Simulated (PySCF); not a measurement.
## Polarisability and C₆ of Pt (platinum, neutral)

[Xe] 4f14 5d9 6s1, high-spin 3D determinant. Calculation: PySCF 2.14, in ANO-RCC-VTZP (8s7p5d3f1g, 84 functions); scalar relativity by spin-free X2C-1e. Coupled (time-dependent) response in atomic units; α is the mean over directions. The basis has no added diffuse functions, which lowers α and C₆.

```json
{"method": "B3LYP", "mean α (bohr³)": "33.16", "α xx, yy, zz": "33.11, 33.11, 33.26", "C₆ (like pair)": "298.3", "S(−4)": "447.9"}
```

S(−4) is the Cauchy moment in α(ω) = α(0) + S(−4) ω² + …

Reference α: 48 ± 4 bohr³ (recommended; Schwerdtfeger and Nagle, table of static dipole polarizabilities (2023 update)). Published C₆: 470.0 (Gould and Bucko (2016)).

Spin-orbit coupling is absent.

α(iu) at B3LYP:

| u (hartree) | α(iu) (bohr³) |
| --- | --- |
| 0 | 33.16 |
| 0.0500 | 32.09 |
| 0.100 | 29.37 |
| 0.200 | 22.63 |
| 0.300 | 17.31 |
| 0.500 | 11.44 |
| 0.750 | 8.123 |
| 1.00 | 6.296 |
| 1.50 | 4.166 |
| 2.00 | 2.937 |
| 3.00 | 1.656 |
| 5.00 | 0.7281 |

The components differ because the open shell of this determinant is not spherical; for a pure term their mean is the scalar polarisability.

Spin-orbit coupling, absent here, splits the open shell strongly.
